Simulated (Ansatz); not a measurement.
Basis-set extrapolation for CH₇BSSi (PBE0-D4/def2-TZVP geometry, frozen core, Ansatz 0.2.0). Multiplicity 1, RHF reference.

```
                      def2-TZVPP   def2-QZVPP
                 HF  -753.113945  -753.137105
    MP2 correlation    -0.605384    -0.648420
CCSD(T) correlation    -0.690618      not run
```

Energies in hartree. Use E(X) = E(∞) + A·exp(−7.88·√X) for Hartree–Fock and E(X) = E(∞) + B·X^(−2.97) for correlation, with X = 3 and 4, and add CCSD(T) minus MP2 of the smaller set to the MP2 limit.

Q: What is the CCSD(T) energy at the basis-set limit?

A: HF limit: -753.137105 + (-0.023160) × 0.13774 = -753.14030. MP2 limit: -0.648420 + (-0.043036) × 0.74074 = -0.68030. Higher-order term: -0.690618 − (-0.605384) = -0.08523. Total: -753.90583 hartree, 265.9 kJ/mol below CCSD(T)/def2-TZVPP.
